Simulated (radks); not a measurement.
Species: Kr4+. Configuration: [Ar] 3d10 4s2 4p2. Calculated with a radial shooting solver on a logarithmic mesh with Libxc functionals: scalar-relativistic Kohn-Sham, r2SCAN, spin-polarised, spherical densities, finite nucleus; open shells are filled with parallel spins first; meta-GGA in the generalised Kohn-Sham scheme; Fermi nuclear charge, rms radius 4.1884 fm. Some entries of the table are withheld. Estimate them.

orbital,occ.,eigenvalue (eV),r(max) (bohr),<r^2> (bohr^2)
1s up,1,-14252.93,0.02708,0.002320
1s down,1,-14252.61,0.02708,0.002320
2s up,1,-1936.522,0.1541,0.03964
2s down,1,-1936.459,0.1541,0.03963
2p up,3,-1716.811,0.1234,0.03136
2p down,3,-1716.571,0.1235,0.03136
3s up,1,-327.2737,0.4660,0.3210
3s down,1,-327.0073,0.4662,0.3210
3p up,3,-256.4156,0.4626,0.3396
3p down,3,-256.0876,0.4629,0.3391
3d up,5,(1),0.4122,0.3753
3d down,5,(2),0.4122,0.3714
4s up,1,-75.2377,(3),2.321
4s down,1,-71.4182,(4),2.310
4p up,2,-58.1364,(5),2.866
4p down,0,-54.2301,(6),2.846

Answer. 
(1) 3d up eigenvalue (eV): -139.5725
(2) 3d down eigenvalue (eV): -139.1328
(3) 4s up r(max) (bohr): 1.288
(4) 4s down r(max) (bohr): 1.282
(5) 4p up r(max) (bohr): 1.419
(6) 4p down r(max) (bohr): 1.411
